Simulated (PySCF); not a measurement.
# Predicted spectroscopic data

[PySCF 2.14.0 with density-fitted response routines: B3LYP/pcJ-1 coupling constants (spin–dipole term left out of most H,H and C,H couplings); GFN2-xTB geometry; σ from GIAO-PBE0/pcSseg-1; fast rotation and ring inversion assumed for equivalent nuclei; single conformer; non-relativistic Hamiltonian; in vacuum]

References, each an isolated molecule treated in the same way: TMS for ¹H (σref 31.72), ¹³C (σref 186.93). Multiplet labels drop J under 1 Hz and among equivalent protons, and merge close values. Unscaled 3J(H,H) run several per cent high. Where no couplings were computed, multiplicities follow the n + 1 count of equivalent neighbours, and m marks all less simple cases (inequivalent or close neighbours, rings, F or P nearby). One-bond C–F couplings are unscaled and too large by tens of Hz. Shifts are as computed. Against solution values, carbons near 30 ppm lie about +3 ppm off and those near 130 ppm about +5 ppm; carbons on Cl a further +6 ppm. Of 1211 compounds with measured shifts, 218 miss one by over three times the rms of a fit or turn the order of signals round; such compounds aren't used in these exercises. Carbons bonded to Cl come out too deshielded.

**1.** SMILES C(=O)(Cl)C=C([SiH3])[SiH3], C$_{3}$H$_{7}$ClOSi$_{2}$. ¹H NMR (500 MHz, computed): δ 7.42 (s, 1H), 4.41 (s, 3H), 4.34 (s, 3H). ¹³C{¹H} NMR (computed): δ 189.4 (C), 177.8 (C), 155.3 (CH).

**2.** SMILES c1ccc(C(F)F)nc1, C$_{6}$H$_{5}$F$_{2}$N. ¹H NMR (500 MHz, computed): δ 8.94 (dt, J = 5.6, 1.2 Hz, 1H), 8.19 (m, 1H), 8.11 (m, 1H), 7.56 (m, 1H), 7.05 (t, J = 61.3 Hz, 1H). ¹³C{¹H} NMR (computed): δ 161.5 (C, t, J = 28.4 Hz), 154.5 (CH), 143.3 (CH), 130.5 (CH), 128.1 (CH), 124.0 (CH, t, J = 295.9 Hz).

**3.** `C1=NN(C)C=C1`, C$_{4}$H$_{6}$N$_{2}$. ¹H NMR (500 MHz, computed): δ 7.46 (d, J = 2.3 Hz, 1H), 7.39 (d, J = 2.8 Hz, 1H), 6.46 (t, J = 2.5 Hz, 1H), 4.06 (s, 3H). ¹³C{¹H} NMR (computed): δ 141.0 (CH), 131.7 (CH), 112.8 (CH), 39.5 (CH3).
